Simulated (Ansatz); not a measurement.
Frontier orbitals of `F[CH]([SiH3])[ZnH]`.

```xyz
9

F     0.1281    0.4774    1.8914
C    -0.4356    0.2550    0.6120
Si    0.8064    0.6912   -0.7275
Zn   -1.0547   -1.6205    0.5368
H    -1.3025    0.9228    0.5220
H     1.9830   -0.2172   -0.6692
H     0.1087    0.4816   -2.0289
H     1.2883    2.0969   -0.6464
H    -1.5218   -3.0871    0.5098
```

Charge 0, multiplicity 1. For Zn the d shell is correlated and the shells below it are frozen. Scalar relativity is left out up to krypton. The geometry is a stationary point of PBE0-D4/def2-TZVP. Basis def2-TZVPP, the Gaussian-basis code of Ansatz.

Orbital energies of one run (eV). Highest occupied ones, from the top: -7.15, -8.62, -9.21, -9.62, -9.78, -11.79, -12.10, -13.11, -14.05, -14.24, -14.25, -14.27, -14.47, -14.81. Empty: -1.20, -0.96, -0.31, 0.92, 1.11, 1.36.

Question: Which functional gave them?
A. r2SCAN0
B. ωB97M-V
C. BLYP
D. B3LYP

Answer: D. HOMO energies: B3LYP -7.15, r2SCAN0 -7.50, BLYP -6.01, ωB97M-V -9.52 eV.

B3LYP here is the variant with VWN-RPA as its local correlation; programs differ in this.
